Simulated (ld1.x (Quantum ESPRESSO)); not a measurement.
Reading a pseudo-wave (N)

Columns: radius, all-electron u(r) and pseudo u(r) of the 2s shell (level -21.58 eV) of nitrogen in the configuration [He] 2s2 2p2.75; PBEsol, non-relativistic, ultrasoft scheme, ld1.x (Quantum ESPRESSO) 7.5.

```tsv
r (bohr)	all-electron	pseudo
0.088	0.3743	-0.1294
0.175	0.3418	-0.2543
0.262	0.1525	-0.3734
0.350	-0.0820	-0.4852
0.438	-0.3056	-0.5862
0.525	-0.4941	-0.6737
0.612	-0.6438	-0.7478
0.700	-0.7558	-0.8081
0.788	-0.8318	-0.8535
0.875	-0.8770	-0.8834
0.962	-0.8976	-0.8985
1.050	-0.8988	-0.8988
1.138	-0.8848	-0.8848
1.225	-0.8598	-0.8598
1.312	-0.8268	-0.8268
1.400	-0.7880	-0.7880
1.487	-0.7461	-0.7461
1.575	-0.7018	-0.7018
1.662	-0.6574	-0.6574
1.750	-0.6127	-0.6127
1.838	-0.5690	-0.5690
1.925	-0.5271	-0.5271
2.012	-0.4871	-0.4871
2.100	-0.4485	-0.4485
2.188	-0.4121	-0.4121
2.275	-0.3783	-0.3783
```

Q: How many radial nodes do the two functions have?

A: The all-electron 2s function has n − l − 1 = 1; the pseudo-wave has 0, since the states of the same l below it are removed with the core.

Q: At about which radius was the pseudo-wave matched?

A: 1.05 bohr, where the columns begin to agree (steps of 0.09 bohr).

Q: Where does each function peak?

A: Outermost all-electron maximum near 1.05 bohr, pseudo maximum near 1.05 bohr (to the table’s step).

Q: Is the pseudo-wave norm-conserving?

A: No, it belongs to an ultrasoft set: the norm inside the radius is not constrained, and the difference is carried by the augmentation charge.
